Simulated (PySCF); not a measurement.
CH2NO, SMILES C(=[OH+])=N, charge +1. Atoms are numbered in the order given.

```xyz
5

N      0.0125     1.2062     0.0000
C      0.0123     0.0658     0.0000
O     -0.1117    -1.1681     0.0000
H      0.0249     2.2153     0.0000
H      0.7073    -1.7094     0.0000
```
Charge +1, spin multiplicity 1.

The structure is a stationary point at B3LYP-D3(BJ)/def2-TZVP. The isomer is the one that the SMILES or the coordinates give; other isomers of the formula were not compared.

Two levels are set side by side: PBE/pcSseg-2 (PySCF) and B3LYP/pcSseg-2 (PySCF). GIAO shifts against H2O (¹⁷O), NH3 (¹⁵N), TMS (¹H), TMS (¹³C) at the same level; non-relativistic, no solvent, atoms listed together averaged. Differences are taken from unrounded values.

| quantity | PBE |
|---|---|
| δ(¹⁵N) of N1 (ppm) | 90.7 |
| δ(¹³C) of C2 (ppm) | 101.0 |
| δ(¹⁷O) of O3 (ppm) | 50.0 |
| δ(¹H) of H4 (ppm) | 5.91 |
| δ(¹H) of H5 (ppm) | 7.25 |

**Question.** These are the PBE values. What does B3LYP give? (Estimate from the structure and the level; the computed values follow.)

**Answer.** 
```
quantity            B3LYP  PBE minus B3LYP
------------------  -----  ---------------
δ(¹⁵N) of N1 (ppm)   88.7              1.9
δ(¹³C) of C2 (ppm)  102.5             -1.5
δ(¹⁷O) of O3 (ppm)   44.0              6.0
δ(¹H) of H4 (ppm)    6.27            -0.36
δ(¹H) of H5 (ppm)    7.54            -0.29
```

Rough cost on one machine, each run with all the roots and properties that it gave: B3LYP against PBE about 2 times.
